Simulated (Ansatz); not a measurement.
Abridged output of a molecular run in Ansatz:

```
Functional definition: HF
1176 factors; integrals over basis functions are off by at most 1.0e-3 eV
mean field evaluation 1: about -20801.1853 eV, gradient 2.8e1 eV
mean field evaluation 2: about -20801.5026 eV, gradient 2.8e1 eV
mean field evaluation 4: about -20804.1071 eV, gradient 3.7e0 eV
mean field evaluation 8: about -20804.1756 eV, gradient 4.4e-1 eV
mean field evaluation 16: about -20804.1772 eV, gradient 2.1e-6 eV
mean field -20804.17723514 eV, -764.5394118136 hartree, gradient 2.1e-6 eV, S^2 0.000000; 0 other end points of the search recorded, 0 dependent functions left out; unrestricted orbitals would lower it
12 core orbitals not correlated: weight in the atoms' cores, before any rotation towards them, 1.000 or more for the frozen orbitals, at most 0.000 for the correlated occupied ones
reference -20804.17723514 eV, -764.5394118136 hartree; 11, 11 occupied and 179, 179 virtual orbitals, 1176 factors
second order -16.60397623 eV of doubles, -0.00000000 eV of singles
cycle   1  -17.03661312 eV  change   -4.3e-1 eV  update   1.0e-1
cycle   2  -17.54635482 eV  change   -5.1e-1 eV  update   3.3e-2
cycle   3  -17.65784482 eV  change   -1.1e-1 eV  update   1.7e-2
cycle   4  -17.64954248 eV  change    8.3e-3 eV  update   4.9e-3
cycle   5  -17.64938157 eV  change    1.6e-4 eV  update   2.6e-3
cycle   6  -17.64954561 eV  change   -1.6e-4 eV  update   7.8e-4
cycle   7  -17.64924323 eV  change    3.0e-4 eV  update   3.5e-4
cycle   8  -17.64923898 eV  change    4.2e-6 eV  update   1.3e-4
cycle   9  -17.64923715 eV  change    1.8e-6 eV  update   4.2e-5
cycle  10  -17.64920817 eV  change    2.9e-5 eV  update   1.5e-5
cycle  11  -17.64921340 eV  change   -5.2e-6 eV  update   6.2e-6
perturbative correction -0.91938971 eV, -0.0337869487 hartree
Total energy: -20822.74583825 eV, -765.2217953915 hartree
```

Its atoms:

Cartesian coordinates in Å:
```
C 0.998 0.581 -1.125
C 0.088 -0.023 -0.380
Si -0.778 -0.376 1.168
S -1.187 -1.233 -0.721
H 1.098 0.389 -2.188
H 1.679 1.297 -0.679
H -0.150 -1.227 2.202
H -1.749 0.591 1.723
```

Which basis set was used?
A. cc-pV(D+d)Z
B. def2-TZVPP
C. def2-SVPD
D. def2-QZVPP

B. It gives 202 functions.

Write the keys of the input that set method, charge and spin (a neutral closed shell needs none for the last two).


```yaml
correlation: {method: ccsd_t}
```
